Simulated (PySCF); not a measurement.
## Electron correlation in Se (selenium, neutral)

[Ar] 3d10 4s2 4p4, high-spin 3P determinant. Computed with PySCF 2.14 in aug-cc-pwCVTZ-PP with ECP10MDF, with a scalar-relativistic core potential. Frozen: 3s2 3p6 3d10; 6 electrons correlated.

| level | correlation energy (mhartree) |
| --- | --- |
| CCSD | -122.95 |
| (T) | -4.08 |
| CCSD(T) | -127.03 |

Diagnostics: T1 = 0.0085, D1 = 0.0257, largest double amplitude 0.035.

Cost of the coupled-cluster step: of the order of 50 core-seconds, for 6 correlated electrons.
